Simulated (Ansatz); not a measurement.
Start from `C[O][Al]([OH])[Br]` and change one element to get `C[O][Ga]([OH])[Br]`.

Ansatz, PBE0-D4/def2-TZVP geometries, multiplicity 1. Each molecule was computed in one conformer, which needn't be the lowest.

Scalar relativity is left out up to krypton.

```tsv
property	`C[O][Al]([OH])[Br]`
LUMO energy (PBE/def2-TZVPP) / eV	-1.57
LUMO energy (B3LYP/def2-TZVPP) / eV	-1.00
HOMO–LUMO gap (B3LYP/def2-TZVPP) / eV	7.13
LUMO energy (ωB97M-V/def2-TZVPP) / eV	0.93
zero-point energy (PBE0-D4/def2-TZVP) / kJ/mol	150.7
HOMO energy (ωB97M-V/def2-TZVPP) / eV	-10.76
```

Question: What does the change do to each property? (Estimate.)

Answer: Ansatz gave: 
| property | `C[O][Ga]([OH])[Br]` | shift |
| --- | --- | --- |
| LUMO energy (PBE/def2-TZVPP) / eV | -2.17 | -0.60 |
| LUMO energy (B3LYP/def2-TZVPP) / eV | -1.57 | -0.57 |
| HOMO–LUMO gap (B3LYP/def2-TZVPP) / eV | 6.45 | -0.68 |
| LUMO energy (ωB97M-V/def2-TZVPP) / eV | 0.64 | -0.29 |
| zero-point energy (PBE0-D4/def2-TZVP) / kJ/mol | 148.1 | -2.6 |
| HOMO energy (ωB97M-V/def2-TZVPP) / eV | -10.65 | 0.11 |

With PBE0 the HOMO rises by 0.13 eV and the LUMO falls by 0.51 eV, so the gap narrows by about 0.64 eV. PBE moves the HOMO by 0.14 eV and ωB97M-V by 0.11 eV.

B3LYP here is the variant with VWN-RPA as its local correlation; programs differ in this.

Spin–orbit coupling is left out; it splits and shifts lone-pair levels of the heavy atoms by tenths of an eV.
